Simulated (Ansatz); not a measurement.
Ansatz (an electronic-structure program) input file for OSn, SMILES [Sn]=[O] (connectivity only; charge and spin as stated), charge +1, multiplicity 2, PBE0-D3(BJ)/def2-TZVP. 

Ansatz 0.2 input:
```yaml
crystal:
  periodic: [false, false, false]
  atoms:
    - {symbol: Sn, position_ang: [0.00000000, 0.00000000, -0.27631544]}
    - {symbol: O, position_ang: [0.00000000, 0.00000000, 1.72697148]}
basis:
  gaussian:
    orbitals: def2-TZVP
hamiltonian:
  xc: pbe0
  dispersion: d3bj
total_charge: 1
magnetization: {spin_polarized: true, initial_magnetization: 1}
relax: {f_tol: 0.002, max_steps: 200}
```

Log of the run:

```
WARN ansatz: RAYON_NUM_THREADS=1 ignored (pool sized by the plan → 1); use --threads N
Functional definition: PBE0
integrals: 0.02 GiB planned
612 factors; their error is unknown
mean field: 0.24 GiB planned
mean field evaluation 1: about -7827.4581 eV, gradient 9.4e1 eV
mean field evaluation 2: about -7557.3439 eV, gradient 1.7e2 eV
mean field evaluation 4: about -7866.3559 eV, gradient 1.2e1 eV
mean field evaluation 8: about -7866.8689 eV, gradient 3.2e-1 eV
mean field evaluation 16: about -7866.9620 eV, gradient 1.7e-3 eV
mean field evaluation 32: about -7867.5515 eV, gradient 1.5e-1 eV
mean field -7867.55443725 eV, -289.1272927491 hartree, gradient 8.9e-6 eV, S^2 0.757797; 4 other end points of the search recorded, 0 dependent functions left out
the calculation of the forces begins
reference -7867.55445826 eV, -289.1272935210 hartree; 15, 14 occupied and 66, 67 virtual orbitals, 612 factors
relax step   1: F+E_penalty+E_count = -7867.57248395 eV  Δ(F+E_penalty+E_count) = +0.000e0 eV  max|allowed force component| = 6.372e-1 eV/Å  Δτ_max = 0.0000 Å  (174 SCF iters, accepted)
these checks for a lower state are left out or cut short: starts, cluster_reference, orbital_swaps, neighbouring_geometries, increment
integrals: 0.02 GiB planned
612 factors; their error is unknown
mean field: 0.24 GiB planned
mean field evaluation 64: about -7867.5647 eV, gradient 1.5e-5 eV
mean field -7867.56473433 eV, -289.1276711597 hartree, gradient 1.8e-5 eV, S^2 0.757044; 0 other end points of the search recorded, 0 dependent functions left out
the calculation of the forces begins
reference -7867.56475512 eV, -289.1276719237 hartree; 15, 14 occupied and 66, 67 virtual orbitals, 612 factors
relax step   2: F+E_penalty+E_count = -7867.58279112 eV  Δ(F+E_penalty+E_count) = -1.031e-2 eV  max|allowed force component| = 9.695e-4 eV/Å  Δτ_max = 0.0158 Å  (46 SCF iters, accepted)
integrals: 0.02 GiB planned
612 factors; their error is unknown
mean field: 0.24 GiB planned
mean field evaluation 96: about -7867.0469 eV, gradient 5.4e-5 eV
mean field evaluation 128: about -7867.5647 eV, gradient 2.1e-5 eV
mean field -7867.56473433 eV, -289.1276711597 hartree, gradient 2.1e-5 eV, S^2 0.757044; 5 other end points of the search recorded, 0 dependent functions left out
the calculation of the forces begins
reference -7867.56475512 eV, -289.1276719237 hartree; 15, 14 occupied and 66, 67 virtual orbitals, 612 factors
Total energy: -7867.58281191 eV, -289.1283354984 hartree
Atom 0 at    -0.000000     0.000000    -0.260519 Å, force    -0.000000     0.000000    -0.000967 eV/Å
Atom 1 at     0.000000    -0.000000     1.711175 Å, force     0.000000    -0.000000     0.000967 eV/Å
Dipole moment:     0.000000     0.000000    -0.572669 e Å
```

Self-consistency was reached.
